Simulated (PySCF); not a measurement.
Ti(Cl)3(OH) (Cl3HOTi), SMILES [OH][Ti]([Cl])([Cl])[Cl], multiplicity 1.

Geometry optimised at r2SCAN-D4/def2-SVP. A frequency run showed that this geometry is not a minimum. The spin state was assumed, not searched. The isomer is the one that the SMILES or the coordinates give; other isomers of the formula were not compared. Other conformers were not sampled.

All values below come from PBE/def2-TZVP (PySCF).

Gas-phase values at a fixed geometry.

Computed frontier levels, gap, dipole moment and polarisability:
| Property | Result |
|---|---|
| highest occupied level | -7.83 eV |
| lowest empty level | -3.97 eV |
| orbital gap | 3.85 eV |
| dipole moment | 2.90 D |
| quadrupole, principal values (traceless, Buckingham form, about the centre of nuclear charge) | -5.96, -5.96, 11.91 D·Å |
| mean static polarisability | 79.7 bohr³ (11.81 Å³) |
| polarisability, principal values | 69.6, 84.8, 84.8 bohr³ |
